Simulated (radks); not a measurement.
Results of a calculation; reference values are marked as such.
Spherical quantum dot in the effective-mass picture: electrons in a parabolic well V = omega^2 r^2 / 2 with omega = 0.225, with a point charge +2 (a donor) at the centre, all in effective atomic units (hartree* = m*/eps^2 hartree, bohr* = eps/m* bohr), one dielectric constant everywhere. Level of theory: non-relativistic Kohn-Sham, r2SCAN, spin-polarised, spherical densities, generalised Kohn-Sham scheme (a radial shooting solver with Libxc functionals). Levels are named by radial order and angular momentum (1s, 1p, 1d, 2s, ...), and open shells are averaged over m.

N = 38, configuration 1s2 1p6 1d10 2s2 1f14 2p(up 3, down 0) 3s(up 1, down 0). This is the lowest configuration that the search found. Occupied levels:

level,occupation,eigenvalue (hartree*),<r> (bohr*)
1s up,1,5.2978,0.9789
1s down,1,5.3186,0.9541
2s up,1,5.7824,5.604
2s down,1,5.7980,6.165
1p up,3,5.8165,5.935
1p down,3,5.8288,6.365
1d up,5,5.8858,6.917
1d down,5,5.8896,6.876
3s up,1,5.9407,6.101
1f up,7,5.9595,7.435
1f down,7,5.9648,7.308
2p up,3,5.9694,5.843

Energy (hartree*): total 126.355, kinetic 8.4079, external 26.472, Hartree 99.738, exchange-correlation -8.2626.

Electron density:

r (bohr*),n(r) (e/bohr*^3)
0.963,0.1158
2.00,0.01332
3.03,0.01213
4.06,0.01191
5.09,0.01247
6.13,0.01365
7.16,0.01280
8.19,0.008389
9.22,0.003339
10.3,0.0007290
11.3,0.00008554
12.3,5.456e-06
13.4,1.877e-07
